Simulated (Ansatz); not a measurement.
CaH2O2, SMILES [OH][Ca][OH].

The structure is a stationary point at B3LYP-D3(BJ)/def2-TZVP. One conformer was computed; it need not be the lowest.

Two levels are set side by side: PBE/def2-TZVPD (Ansatz, a quantum-chemistry and plane-wave program) and PBE0/def2-TZVPD (Ansatz). Energy differences of separate SCF runs at the same geometry; the states with an electron removed or added have multiplicity 2 and 2. Differences are taken from unrounded values.

| quantity | PBE0 |
|---|---|
| vertical ionisation energy (eV) | 9.20 |
| vertical singlet–triplet gap (eV) | 4.59 |

Question: What does PBE give, and how far is it from PBE0? (Estimate from the structure and the level; the computed values follow.)

Answer: 
```
quantity                            PBE  PBE minus PBE0
---------------------------------  ----  --------------
vertical ionisation energy (eV)    8.84           -0.36
vertical singlet–triplet gap (eV)  4.11           -0.48
```
